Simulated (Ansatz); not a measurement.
A reaction path, image by image

SnNH5O, closed shell, from SnNH₅O ([NH2][SnH2][OH]) to SnNH₅O ([NH3][SnH2][O]); PBE0-D4/def2-SVP (Ansatz 0.2.0). Settings:

```yaml
hamiltonian: {xc: pbe0, dispersion: d4}
neb:
  images: 5
  climbing: true
  max_iterations: 40
  initial_path: idpp
```

First end:

Sn1  (-0.641, 0.234, 0.294)
N2  (1.276, -0.398, 0.239)
O3  (-1.192, 0.259, -1.592)
H4  (-0.463, -0.026, -2.150)
H5  (-0.749, 1.837, 0.864)
H6  (-1.643, -0.894, 1.088)
H7  (1.452, -1.283, 0.694)
H8  (1.961, 0.270, 0.563)
(Å)

Second end:

```xyz
8
angstrom
Sn -1.1199 0.3960 0.3551
N 1.0069 -0.3523 -0.2743
O -1.6480 0.4233 -1.4092
H 0.7774 -0.3593 -1.2682
H -0.6053 1.7813 1.2425
H -1.4756 -0.8768 1.4618
H 1.2764 -1.2873 0.0106
H 1.7879 0.2751 -0.1184
```

The ends were relaxed with PBE0-D4 in triple zeta, so they are not quite minima here (largest force components 0.40 and 0.68 eV/Å).

Energies along the converged band: It took 9 iterations. Path lengths are measured after rigid turns and shifts between images are taken out.
| image | path length (Å) | energy (kcal/mol) |
| --- | --- | --- |
| 0 | 0.00 | 0.00 |
| 1 | 0.47 | 1.17 |
| 2 | 0.94 | 5.66 |
| 3 | 1.41 | 16.46 |
| 4 (climbing) | 1.88 | 35.06 |
| 5 | 2.34 | 31.73 |
| 6 | 2.79 | 31.48 |
Energies count from the first end.

The images between the ends:
Image 1:
```xyz
8
angstrom
Sn -0.7096 0.2620 0.3598
N 1.2048 -0.3825 0.1429
O -1.1125 0.2331 -1.5869
H -0.2595 -0.0745 -1.9309
H -0.8120 1.8613 0.9644
H -1.7028 -0.8603 1.1891
H 1.4386 -1.3052 0.4957
H 1.9529 0.2662 0.3661
```

Image 2:
```xyz
8
angstrom
Sn -0.7673 0.2858 0.4194
N 1.1299 -0.3660 0.0473
O -1.0177 0.2051 -1.5504
H -0.0994 -0.1062 -1.6794
H -0.8378 1.8726 1.0615
H -1.7256 -0.8397 1.2855
H 1.4001 -1.3163 0.2733
H 1.9177 0.2646 0.1429
```

Image 3:
```xyz
8
angstrom
Sn -0.8567 0.3176 0.4499
N 1.0569 -0.3528 -0.0819
O -0.9313 0.1796 -1.5174
H 0.0424 -0.1299 -1.4057
H -0.8158 1.8715 1.1717
H -1.7020 -0.8353 1.3952
H 1.3446 -1.3151 0.0593
H 1.8617 0.2644 -0.0710
```

Image 4:
```xyz
8
angstrom
Sn -0.9957 0.3625 0.4416
N 1.0045 -0.3490 -0.2430
O -1.0497 0.2227 -1.4648
H 0.2960 -0.1940 -1.1757
H -0.7508 1.8560 1.2607
H -1.6360 -0.8479 1.4839
H 1.3087 -1.3103 -0.0865
H 1.8229 0.2599 -0.2161
```

Image 5:
```xyz
8
angstrom
Sn -1.0967 0.3934 0.4158
N 1.0150 -0.3542 -0.2649
O -1.3706 0.3303 -1.4352
H 0.5533 -0.2798 -1.1949
H -0.6846 1.8246 1.2947
H -1.5625 -0.8568 1.5161
H 1.3155 -1.3149 -0.1009
H 1.8305 0.2574 -0.2307
```

The band counts as converged below 0.05 eV/Å. Hardware: 4 CPU threads of an Intel Xeon, shared host. Wall time about 2.8 min.
